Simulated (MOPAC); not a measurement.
MOPAC input (AM1):

```
AM1 FORCE THERMO(298,298) PRECISE LET CHARGE=1 GEO-OK AUX(PRECISION=9) THREADS=1
HOS2

S    -1.19018977 1   -0.36429626 1   -0.07871797 1
S     0.65244448 1   -0.13257666 1    0.14753573 1
O     1.40664741 1    1.01802845 1   -0.09151870 1
H    -2.06452503 1    0.59308763 1   -0.52137382 1
```

From the output:

```
     H    4   1.961121   0.513578   0.178597   1.905574

          HEAT OF FORMATION =     195.332432 KCALS/MOLE

          ZERO POINT ENERGY       6.739 KCAL/MOL

           NORMAL COORDINATE ANALYSIS (Total motion = 1 Angstrom)

   Root No.       1         2         3         4         5         6

                 1 A'      2 A'      1 A"      3 A'      4 A'      5 A'

                 170.9     479.1     501.3     662.7    1085.7    1814.0

           1    0.0204    0.2359    0.0000    0.0350    0.0250    0.0168
           2   -0.0500    0.0699   -0.0000   -0.0412    0.0049   -0.0265
           3   -0.0000   -0.0000   -0.0502    0.0000   -0.0000   -0.0000
           4   -0.0927   -0.1259   -0.0000   -0.0650   -0.1968   -0.0010
           5    0.1161   -0.0444    0.0000    0.0381   -0.2269    0.0011
           6   -0.0000   -0.0000    0.0505    0.0000    0.0000    0.0000
           7    0.1733   -0.2011    0.0000    0.0138    0.3489    0.0021
           8   -0.1082   -0.0333   -0.0000   -0.0202    0.4498    0.0004
           9    0.0000    0.0000   -0.0538   -0.0000   -0.0000   -0.0000
          10   -0.4529   -0.3066   -0.0000    0.7350   -0.0726   -0.5354
          11   -0.3831   -0.2820    0.0000    0.4191   -0.0757    0.8029
          12   -0.0000    0.0000    0.8455   -0.0000    0.0000   -0.0000

           MASS-WEIGHTED COORDINATE ANALYSIS (NORMAL COORDINATES)

   Root No.       1         2         3         4         5         6

                 1 A'      2 A'      1 A"      3 A'      4 A'      5 A'

                 170.9     479.1     501.3     662.7    1085.7    1814.0

           1    0.0857    0.7296    0.0000    0.1973    0.0497    0.0963
           2   -0.2098    0.2163   -0.0000   -0.2327    0.0097   -0.1523
           3   -0.0000   -0.0000   -0.2948    0.0000   -0.0000   -0.0000
           4   -0.3886   -0.3894   -0.0000   -0.3666   -0.3914   -0.0056
           5    0.4867   -0.1374    0.0000    0.2153   -0.4512    0.0062
           6   -0.0000   -0.0000    0.2965    0.0000    0.0000    0.0000
           7    0.5133   -0.4393    0.0000    0.0551    0.4901    0.0086
           8   -0.3205   -0.0727   -0.0000   -0.0806    0.6318    0.0015
           9    0.0000    0.0000   -0.2234   -0.0000   -0.0000   -0.0000
          10   -0.3367   -0.1681   -0.0000    0.7354   -0.0256   -0.5457
          11   -0.2848   -0.1546    0.0000    0.4193   -0.0267    0.8183
          12   -0.0000    0.0000    0.8805   -0.0000    0.0000   -0.0000

          DESCRIPTION OF VIBRATIONS

 VIBRATION          1    1A'         ATOM PAIR     ENERGY CONTRIBUTION    RADIAL
 FREQUENCY           170.92         S 1 -- S 2         +37.3% (146.7%)     31.7%
 TRANSITION DIPOLE   1.1278         S 2 -- O 3         +35.8% (143.7%)      0.5%
 TRAVEL (Ang.)       0.2358         S 1 -- H 4         +27.0% (124.8%)     18.5%
 REDUCED MASS        7.0927
 EFFECTIVE MASS     63.4014
 FORCE CONSTANT      0.1221

 VIBRATION          2    2A'         ATOM PAIR     ENERGY CONTRIBUTION    RADIAL
 FREQUENCY           479.08         S 1 -- S 2         +62.6% ( 99.7%)     90.9%
 TRANSITION DIPOLE   0.7429         S 1 -- H 4         +27.0% ( 65.5%)      5.1%
 TRAVEL (Ang.)       0.1069         S 2 -- O 3         +10.5% ( 40.8%)      6.3%
 REDUCED MASS       12.3132
 EFFECTIVE MASS     28.6939
 FORCE CONSTANT      1.6651

 VIBRATION          3    1A"         ATOM PAIR     ENERGY CONTRIBUTION    RADIAL
 FREQUENCY           501.27         S 1 -- H 4         +93.7% ( 86.2%)      0.0%
 TRANSITION DIPOLE   1.2048         S 1 -- S 2          +3.9% ( 17.5%)      0.0%
 TRAVEL (Ang.)       0.3442         S 2 -- O 3          +2.4% ( 13.8%)      0.0%
 REDUCED MASS        1.1356
 EFFECTIVE MASS      3.8732
 FORCE CONSTANT      0.1681

 VIBRATION          4    3A'         ATOM PAIR     ENERGY CONTRIBUTION    RADIAL
 FREQUENCY           662.70         S 1 -- H 4         +78.3% ( 81.7%)      6.6%
 TRANSITION DIPOLE   0.2892         S 1 -- S 2         +16.0% ( 37.0%)     61.3%
 TRAVEL (Ang.)       0.2349         S 2 -- O 3          +5.7% ( 22.0%)      0.2%
 REDUCED MASS        1.8440
 EFFECTIVE MASS      6.5666
 FORCE CONSTANT      0.4772

 VIBRATION          5    4A'         ATOM PAIR     ENERGY CONTRIBUTION    RADIAL
 FREQUENCY          1085.67         S 2 -- O 3         +87.4% ( 99.6%)     99.9%
 TRANSITION DIPOLE   5.3480         S 1 -- S 2         +12.6% ( 37.8%)     47.8%
 TRAVEL (Ang.)       0.0765
 REDUCED MASS       10.6199
 EFFECTIVE MASS     21.1424
 FORCE CONSTANT      7.3751

 VIBRATION          6    5A'         ATOM PAIR     ENERGY CONTRIBUTION    RADIAL
 FREQUENCY          1814.04         S 1 -- H 4         +99.8% (100.0%)     99.9%
 TRANSITION DIPOLE   1.6623         S 1 -- S 2          +0.2% (  4.0%)     29.3%
 TRAVEL (Ang.)       0.1951
 REDUCED MASS        0.9770
 EFFECTIVE MASS      1.3481
 FORCE CONSTANT      1.8943

      SYMMETRY NUMBER FOR POINT-GROUP Cs  =  1

          SYSTEM IS A GROUND STATE

 HOS2

          MOLECULE IS NOT LINEAR

          THERE ARE  6 GENUINE VIBRATIONS IN THIS SYSTEM
          THIS THERMODYNAMICS CALCULATION IS LIMITED TO
          MOLECULES WHICH HAVE NO INTERNAL ROTATIONS

                    CALCULATED THERMODYNAMIC PROPERTIES
                                          *
   TEMP. (K)   PARTITION FUNCTION   H.O.F.    ENTHALPY  HEAT CAPACITY ENTROPY
                                   KCAL/MOL   CAL/MOLE    CAL/K/MOL  CAL/K/MOL

 298.00  VIB.     0.2273D+01                   769.2362     5.6383     4.2126
         ROT.     0.2766D+05                   888.2803     2.9808    23.3053
         INT.     0.6286D+05                  1657.5165     8.6191    27.5180
         TRA.     0.7064D+27                  1480.4672     4.9680    39.0923
         TOT.                      195.332    3137.9837    13.5871    66.6103

   *: NOTE: HEATS OF FORMATION ARE RELATIVE TO THE
            ELEMENTS IN THEIR STANDARD STATE AT 298K
              (=  Standard Enthalpy of Formation).

            Hvib:  Zero-point energy is not included.
                   frequencies of less than zero cm-1 are not included.
            Hrot = (3/2)RT
            Htra = (3/2)RT + pV = (5/2)RT

            Heat capacity is Cp, not Cv

          For more information, see: HTTP://OpenMOPAC.net/Manual/thermochemistry.html

           FORCE CONSTANT IN CARTESIAN COORDINATES (Millidynes/A)

    ATOM   CHEMICAL       X               Y               Z
   NUMBER   SYMBOL  FORCE CONSTANT  FORCE CONSTANT  FORCE CONSTANT

      1       S        3.266023        2.119414        0.412480
      2       S        5.268387        5.133215        0.417561
      3       O        3.173383        4.500284        0.118652
      4       H        0.729228        1.359580        0.115664

 **********************
 *                    *
 * JOB ENDED NORMALLY *
 *                    *
 **********************
```

The dipole moment of an ion depends on the origin.
